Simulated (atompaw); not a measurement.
Which change was made? (Sn, PAW (atompaw))

Sn (Z = 50), PAW, made with atompaw 4.2.0.5 (PBE, scalar-relativistic). Core [Kr], reference 4d10 5s2 5p1 (charge +1). Waves: 5s (bound): rc 2.35 bohr; 5s channel at 1.25 Ry: rc 2.35 bohr; 5p (bound): rc 2.35 bohr; 5p channel at 3.65 Ry: rc 2.35 bohr; 4d (bound): rc 2.35 bohr; 4d channel at -0.7 Ry: rc 1.10 bohr. Local part: bessel scheme, radius 1.55 bohr. Core correction: smooth core density matched at 1.85 bohr. Augmentation charge: sinc compensation charge, radius 2.05 bohr; PAW radius 2.35 bohr; waves and projectors: custom polynom vanderbiltortho.

Cutoffs, loose and tight: the cutoffs (Ry, on a coarse ladder) from which the occupation-weighted sum of valence levels, in a spherical-Bessel basis at the reference potential, stays within 10 and 1 mRy of its value at 400 Ry. They see the waves, projectors and local potential, not the compensation charge or the core.

The base gives: outcome: generated; cutoff, loose: 21 Ry; cutoff, tight: 35 Ry; bound ghosts: s.

Task: After one change the result is: outcome: generated; cutoff, loose: 40 Ry; cutoff, tight: 50 Ry; bound ghosts: none. Which change was it?
A. local potential bessel scheme, radius 1.36 bohr
B. all radii scaled by about 0.78 (s 1.84, p 1.84, d 1.84 bohr); local potential bessel scheme, radius 1.22 bohr; augmentation sinc compensation charge, radius 1.60 bohr; PAW radius 1.84 bohr; waves and projectors: custom polynom vanderbiltortho; core correction smooth core density matched at 1.46 bohr
C. waves 5s (bound); 5s channel at 1.25 Ry; 5p (bound); 5p channel at 3.65 Ry; 4d (bound); 4d channel at -0.7 Ry; augmentation sinc compensation charge, radius 2.05 bohr; PAW radius 2.35 bohr; waves and projectors: bloechl

Result: C. The others give: all radii scaled by about 0.78 (s 1.84, p 1.84, d 1.84 bohr); local potential bessel scheme, radius 1.22 bohr; augmentation sinc compensation charge, radius 1.60 bohr; PAW radius 1.84 bohr; waves and projectors: custom polynom vanderbiltortho; core correction smooth core density matched at 1.46 bohr → outcome: generated; cutoff, loose: 45 Ry; cutoff, tight: 80 Ry; bound ghosts: s, p | local potential bessel scheme, radius 1.36 bohr → outcome: failed: atompaw: The overlap operator has at least one negative eigenvalue!.
